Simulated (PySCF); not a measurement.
CH₄BrGaO. Atoms are numbered in the order given.

```xyz
8

Ga     0.0591    -0.7688     0.0000
Br    -0.1078     1.5474     0.0000
C     -1.4883    -1.9632     0.0000
H     -2.1042    -1.7731     0.8916
H     -1.1517    -3.0095     0.0000
H     -2.1042    -1.7731    -0.8916
O      1.7267    -1.4072     0.0000
H      2.4180    -0.7319     0.0000
```
Charge 0, spin multiplicity 1.

The structure is a stationary point at B3LYP-D3(BJ)/def2-SVP. The structure was generated by enumeration; whether it is a known compound was not checked. The values are those of a single conformer.

Level of theory: TDDFT-PBE/def2-SVPD (PySCF).

Vertical excitations. Isolated molecule, no solvent. State labels are in the subgroup Cs.

Computed lowest excited states:
```csv
state,symmetry,energy (eV),λ (nm),f,main pairs
S1,A',5.40,230,0.045,HOMO→LUMO 95 %
S2,A",5.41,229,0.000,HOMO→LUMO+1 98 %
S3,A",5.50,225,0.006,HOMO−1→LUMO 98 %
S4,A',5.85,212,0.015,"HOMO−1→LUMO+1 80 %, HOMO−3→LUMO 13 %"
S5,A",6.13,202,0.036,HOMO−2→LUMO 94 %
S6,A",6.30,197,0.005,HOMO−3→LUMO+1 94 %
S7,A',6.50,191,0.097,"HOMO−2→LUMO+1 44 %, HOMO−3→LUMO 25 %, HOMO−4→LUMO 20 %"
S8,A',6.62,187,0.143,"HOMO−3→LUMO 46 %, HOMO−2→LUMO+1 24 %, HOMO−4→LUMO 10 %"
S9,A",6.81,182,0.004,HOMO−4→LUMO+1 98 %
S10,A',7.00,177,0.076,"HOMO→LUMO+2 57 %, HOMO−4→LUMO 23 %, HOMO→LUMO+3 10 %"
T1,A',5.07,244,0,HOMO→LUMO 99 %
T2,A",5.26,236,0,HOMO−1→LUMO 88 %
T3,A",5.31,234,0,HOMO→LUMO+1 88 %
T4,A',5.35,232,0,HOMO−1→LUMO+1 98 %
```
Triplets are in the Tamm–Dancoff approximation, which puts them higher than full response would, so one can lie above its singlet here.
